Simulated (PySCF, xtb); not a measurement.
CH₅O₃Sb, SMILES C[O][Sb]([OH])[OH].

xtb 6.7.1 with GFN2-xTB at its own geometry gives an orbital gap of 5.35 eV and a dipole moment of 1.93 D.

Coordinates come from a B3LYP-D3(BJ)/def2-SVP optimisation. The structure was generated by enumeration; whether it is a known compound was not checked. The def2 effective core potentials stand for the cores of Sb; spin–orbit coupling is left out. The values are those of a single conformer.

Q: What does PySCF with PBE/def2-TZVP give? (Estimate from the structure and the level; the computed values follow.)

A: gap 4.51 eV (levels -6.35 and -1.85 eV), dipole 1.69 D.
